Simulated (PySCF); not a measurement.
## J couplings in Cu(AsH3)Me

Geometry (Å), atoms numbered from 1 in this order:
```xyz
9

Cu    0.0133   -0.0245   -0.3023
As   -0.0049   -0.0541    2.0207
H     1.2886   -0.1418    2.8016
H    -0.7414   -1.1324    2.7863
H    -0.5834    1.1215    2.7783
C     0.0379    0.0306   -2.2238
H    -0.9855    0.0230   -2.6383
H     0.5724   -0.8348   -2.6525
H     0.5357    0.9431   -2.5958
```

Couplings: PBE/pcJ-1 (pcSseg-1 on As, pcSseg-1 on Cu) in PySCF, geometry PBE0-D3(BJ)/def2-SVP; gas phase, one conformer, non-relativistic. Couplings are averaged over pairs made equivalent by symmetry, fast rotation or ring inversion, so a value needn't be that of the named pair in this geometry, while other rotamers aren't included; one pair stands for each set, and the list holds those of at least 0.8 Hz over up to four bonds.

Isotopes: 13C, 1H.

```
  pair  bonds  J (Hz)
C6, H7      1   119.2
H3, H4      2       ?
H7, H8      2       ?
H3, C6      3     1.3
```

Task: Estimate the withheld couplings, with signs.

Result: 
- 2J(H3,H4) = -9.0 Hz
- 2J(H7,H8) = -11.0 Hz

Relativistic effects of the heavier atoms present are left out.
